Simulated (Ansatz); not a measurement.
CH7B2GaO, relaxed with RKS PBE0-D4/def2-TZVP in Ansatz from a GFN2-xTB geometry. The force threshold is 0.005 eV/Å; the program also tests the step.

The species carries charge 0 and has multiplicity 1. The bonds changed during the relaxation, so this is another structure than the one it started from.

Start:

```xyz
12

B    -0.970   -0.740   -1.526
B    -0.712   -0.148   -0.113
Ga    1.278   -0.416   -1.533
O    -0.063    0.338    0.873
C    -0.353    0.803    2.167
H    -1.110   -1.907   -1.678
H    -1.378   -0.067   -2.412
H     2.353    0.233   -0.466
H     2.204   -0.865   -2.828
H     0.063    0.101    2.894
H    -1.432    0.892    2.320
H     0.121    1.776    2.301
```

```json
{"step": "1", "energy (eV)": "-56917.1209", "largest force (eV/Å)": "1.146", "largest move (Å)": "0.000"}
{"step": "2", "energy (eV)": "-56917.3863", "largest force (eV/Å)": "0.252", "largest move (Å)": "0.195"}
{"step": "3", "energy (eV)": "-56917.4717", "largest force (eV/Å)": "0.324", "largest move (Å)": "0.194"}
{"step": "4", "energy (eV)": "-56917.4964", "largest force (eV/Å)": "0.358", "largest move (Å)": "0.200"}
{"step": "5", "energy (eV)": "-56917.5354", "largest force (eV/Å)": "0.257", "largest move (Å)": "0.119"}
{"step": "6", "energy (eV)": "-56917.5647", "largest force (eV/Å)": "0.220", "largest move (Å)": "0.200"}
{"step": "7", "energy (eV)": "-56917.5768", "largest force (eV/Å)": "0.237", "largest move (Å)": "0.198"}
{"step": "8", "energy (eV)": "-56917.5934", "largest force (eV/Å)": "0.161", "largest move (Å)": "0.200"}
{"step": "9", "energy (eV)": "-56917.5979", "largest force (eV/Å)": "0.212", "largest move (Å)": "0.198"}
{"step": "10 (rejected)", "energy (eV)": "-56917.5964", "largest force (eV/Å)": "0.202", "largest move (Å)": "0.200"}
{"step": "11", "energy (eV)": "-56917.6061", "largest force (eV/Å)": "0.275", "largest move (Å)": "0.096"}
{"step": "12", "energy (eV)": "-56917.6076", "largest force (eV/Å)": "0.103", "largest move (Å)": "0.100"}
{"step": "13", "energy (eV)": "-56917.6077", "largest force (eV/Å)": "0.099", "largest move (Å)": "0.070"}
{"step": "14", "energy (eV)": "-56917.6107", "largest force (eV/Å)": "0.026", "largest move (Å)": "0.044"}
{"step": "15", "energy (eV)": "-56917.6109", "largest force (eV/Å)": "0.017", "largest move (Å)": "0.009"}
{"step": "16 (rejected)", "energy (eV)": "-56917.6107", "largest force (eV/Å)": "0.044", "largest move (Å)": "0.025"}
{"step": "17", "energy (eV)": "-56917.6110", "largest force (eV/Å)": "0.006", "largest move (Å)": "0.013"}
{"step": "18", "energy (eV)": "-56917.6110", "largest force (eV/Å)": "0.003", "largest move (Å)": "0.005"}
```

End:

```xyz
12

B    -0.677   -0.628   -1.338
B    -0.280   -0.166    0.088
Ga    1.372   -0.533   -1.892
O     0.191    0.205    1.235
C    -0.578    0.751    2.310
H    -1.152   -1.699   -1.573
H    -0.830    0.304   -2.112
H     2.314    0.685   -1.523
H     1.908   -1.578   -2.942
H    -0.436    0.112    3.181
H    -1.635    0.798    2.045
H    -0.198    1.749    2.520
```

Hardware: 4 threads of an Arm Neoverse V1 on a shared host. Wall time 81 s, peak host memory 0.63 GiB.
